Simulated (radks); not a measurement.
The numbers below are computed, except where a source is named.
These are the eigenvalues of the occupied orbitals of an atom or ion with whole-number occupations (eV). Code: a radial shooting solver on a logarithmic mesh with Libxc functionals. Model: Dirac Kohn-Sham, exchange-only B88, spin-unpolarised, spherical densities, finite nucleus; Fermi nuclear charge, rms radius of each element as measured or else 0.836 A^(1/3) + 0.57 fm.

| orbital | eigenvalue |
|---|---|
| 1s1/2 | -9585.062 |
| 2s1/2 | -1218.075 |
| 2p1/2 | -1080.023 |
| 2p3/2 | -1056.135 |
| 3s1/2 | -186.2321 |
| 3p1/2 | -142.2226 |
| 3p3/2 | -139.0268 |
| 3d3/2 | -65.3290 |
| 3d5/2 | -64.9001 |
| 4f5/2 | -11.1414 |

Which element is it, and in what charge state? The configuration may be excited. Open shells, if any, fill j = l - 1/2 first.

Answer. Z = 30, zinc, charge +3: Zn3+ in [Ar] 3d8 4f1. The list shows which subshells hold electrons but not how many an open one holds; the 1s level, -352.24 hartree, gives Z - s = 26.5 by -(Z - s)^2/2, which with screening and relativity narrows Z to a few neighbours, and the depths of the outer levels then fix element, charge and occupations together.
